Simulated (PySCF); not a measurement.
# 19F chemical shifts

PySCF calculation with structure optimised with GFN2-xTB and shielding tensors at PBE0/pcSseg-1 (GIAO); no solvent model, no relativistic terms, rapidly exchanging positions averaged, one computed conformer.

Shieldings were converted by a linear fit to measured shifts: 19F (scatter 6.0 ppm rms, 7.0 ppm with the 5 outliers that the fit left out vs CFCl3, solution or neat liquid, with a term for F on sp3 carbon). Occasional misses reach two or three times the rms, and more in compound classes unlike the fitted ones.

Task: Give the 19F shifts of `C=N/N=C/C(F)(F)F`, `CO[C@H](F)[SiH2][SiH2]O`.

Result: 
```
               compound                   environment  δ (ppm)
       C=N/N=C/C(F)(F)F  fluorine of a CF3 group (×3)    -65.2
CO[C@H](F)[SiH2][SiH2]O     fluorine on an sp3 carbon   -147.3
```

Task: Order these by 19F shift, lowest first.
A. Cc1pc(Cl)nn1CC(F)(F)F
B. FCOc1ncc[nH]1
C. O=C/C=C(\CCF)[SiH2]O
D. CC(=O)C[SiH2]O/C=C/F

Result: C (-215.0 ppm, fluorine on an sp3 carbon), D (-181.5 ppm, vinylic fluorine), B (-148.9 ppm, fluorine on an sp3 carbon), A (-71.4 ppm, fluorine of a CF3 group).
